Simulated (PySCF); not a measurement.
BClH₅NO₂Si, SMILES OB(O)N[SiH2]Cl. Atoms are numbered in the order given.

```xyz
11

Si    -0.6677    -0.8440     0.0000
Cl     0.4199    -2.6287     0.0000
N      0.5145     0.4407     0.0000
B      0.1681     1.8310     0.0000
O      1.1775     2.7728     0.0000
O     -1.1920     2.1046     0.0000
H     -1.5291    -0.8411     1.2273
H     -1.5291    -0.8411    -1.2273
H      1.5050     0.1896     0.0000
H      0.8650     3.6920     0.0000
H     -1.4288     3.0451     0.0000
```

Geometry: PBE-D3(BJ)/def2-SVP. This is a generated structure with no PubChem entry under its InChIKey; it may be hypothetical. One conformer was computed; it need not be the lowest.

Computed with PySCF 2.14.0 with PBE-D3(BJ)/def2-SVP.

Frequencies are harmonic and unscaled.

### Question
Give all harmonic wavenumbers and intensities. (The exact figures need the calculation; the answer reports its results.)

### Answer

| mode | ν (cm⁻¹) | IR (km/mol) | moving atoms (share of kinetic energy) |
|---|---|---|---|
| 1 | 25 | 0.2 | Si 25 %, H 19 %, N 19 %, O 19 %, Cl 18 % |
| 2 | 82 | 5.6 | N 34 %, O 34 %, H 20 %, Si 11 % |
| 3 | 90 | 0.9 | O 42 %, Cl 17 %, Si 16 %, N 16 %, H 9 % |
| 4 | 185 | 4.1 | Cl 40 %, O 28 %, Si 17 % |
| 5 | 219 | 2.7 | H 87 % |
| 6 | 369 | 23.7 | O 54 %, Si 22 %, H 11 %, B 9 % |
| 7 | 424 | 159.8 | H 85 %, O 11 % |
| 8 | 456 | 99.4 | H 93 % |
| 9 | 471 | 53.7 | O 38 %, H 20 %, N 15 %, B 12 %, Cl 10 % |
| 10 | 542 | 47.9 | Si 47 %, Cl 34 %, H 8 % |
| 11 | 609 | 23.7 | H 71 %, Si 13 %, B 12 % |
| 12 | 628 | 65.8 | B 63 %, H 19 %, O 10 % |
| 13 | 695 | 13.2 | H 86 % |
| 14 | 777 | 59.2 | N 40 %, O 25 %, Si 19 %, H 15 % |
| 15 | 862 | 246.9 | H 84 %, N 9 % |
| 16 | 903 | 148.2 | H 82 %, O 13 % |
| 17 | 915 | 36.3 | H 35 %, O 34 %, N 23 % |
| 18 | 951 | 135.6 | H 90 % |
| 19 | 988 | 73.3 | H 73 %, O 19 % |
| 20 | 1138 | 94.6 | H 59 %, N 25 % |
| 21 | 1390 | 295.6 | B 72 %, O 19 % |
| 22 | 1449 | 628.3 | B 65 %, N 18 %, H 9 %, O 8 % |
| 23 | 2181 | 138.6 | H 95 % |
| 24 | 2182 | 86.5 | H 98 % |
| 25 | 3554 | 53.1 | H 93 % |
| 26 | 3781 | 36.6 | H 94 % |
| 27 | 3796 | 73.4 | H 94 % |
